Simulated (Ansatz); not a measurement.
`OC[SiH2]F` + `[AsH3]` → `OC[SiH2][AsH2]` + H–F  (ligand exchange at the Si–F bond)

Isolated molecules relaxed with PBE0-D4/def2-TZVP in Ansatz; ΔE leaves out vibrations. CCSD(T)/CBS adds triple-zeta CCSD(T) − MP2 to the extrapolated MP2 energy (def2 sets, frozen cores). This one scheme is used for every species. Functionals use def2-TZVPP. For As outer-core shells are correlated without core-valence functions, which leaves a few kJ/mol of doubt a bond. Scalar relativity is left out up to krypton. Each species was taken in one conformer, which may not be the lowest.

CCSD(T)/CBS gives +97.3 kJ/mol.

Q: Another level gave +104.0 kJ/mol. Which?
A. CAM-B3LYP-D4/def2-TZVPP
B. r2SCAN-D4/def2-TZVPP
C. PBE-QIDH/def2-TZVPP
D. BHLYP-D4/def2-TZVPP

A: B. r2SCAN-D4 104.0, CAM-B3LYP-D4 113.8, PBE-QIDH 95.5, BHLYP-D4 109.5 kJ/mol.

Largest T1 diagnostic among the species: 0.011.

The D4 term adds −10.4 kJ/mol with B3LYP and −5.9 kJ/mol with PBE0; it sums over pairs of atoms, weighted by their polarisabilities, and B3LYP, whose exchange is more repulsive, gets the larger term. From BLYP to BHLYP (50 % exact exchange), in def2-TZVPP and without D4, ΔE moves by +3.7 kJ/mol.

B3LYP here is the variant with VWN-RPA as its local correlation; programs differ in this.
